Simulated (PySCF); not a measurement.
SMILES C=CCC(C)(C)C (C7H14), GFN2-xTB optimised geometry.

```
21

C      1.89    -1.70     1.02
C      1.15    -1.31     0.00
C     -0.34    -1.31     0.00
C     -0.97     0.10     0.00
C     -0.55     0.85     1.27
C     -2.49    -0.05    -0.03
C     -0.52     0.89    -1.23
H      1.46    -2.06     1.94
H      2.97    -1.69     0.98
H      1.62    -0.97    -0.91
H     -0.70    -1.85     0.88
H     -0.70    -1.84    -0.89
H     -0.98     1.85     1.28
H      0.53     0.93     1.32
H     -0.90     0.32     2.15
H     -2.97     0.93     0.01
H     -2.84    -0.62     0.83
H     -2.82    -0.55    -0.93
H      0.54     1.11    -1.19
H     -1.06     1.84    -1.28
H     -0.73     0.34    -2.14
```

Density from PBE0/def2-SVP (PySCF 2.14.0) at that geometry.

Minimum of the electron density along straight lines between bonded atoms, close to the bond critical point (lines longer than 1.1 times the sum of covalent radii, or with two minima, are not listed):

```
bond    length / Å  ρ at the minimum / e bohr⁻³  ∇²ρ there / e bohr⁻⁵  position (fraction from the first atom)
------  ----------  ---------------------------  --------------------  ---------------------------------------
C1–C2        1.320                        0.347                 -0.94                                     0.50
C2–C3        1.495                        0.258                 -0.61                                     0.51
C3–C4        1.545                        0.237                 -0.52                                     0.50
C4–C5        1.529                        0.244                 -0.55                                     0.50
C4–C6        1.531                        0.243                 -0.55                                     0.50
C4–C7        1.530                        0.244                 -0.55                                     0.50
C1–H8        1.078                        0.282                 -1.07                                     0.63
C1–H9        1.077                        0.283                 -1.08                                     0.63
C2–H10       1.082                        0.282                 -1.06                                     0.63
C3–H11       1.092                        0.276                 -1.00                                     0.62
C3–H12       1.094                        0.274                 -0.98                                     0.62
C5–H13       1.088                        0.275                 -1.00                                     0.62
C5–H14       1.088                        0.277                 -1.02                                     0.63
C5–H15       1.088                        0.275                 -1.00                                     0.62
C6–H16       1.088                        0.276                 -1.00                                     0.62
C6–H17       1.088                        0.276                 -1.00                                     0.62
C6–H18       1.088                        0.276                 -1.00                                     0.62
C7–H19       1.087                        0.277                 -1.01                                     0.62
C7–H20       1.088                        0.276                 -1.00                                     0.62
C7–H21       1.088                        0.275                 -1.00                                     0.62
```
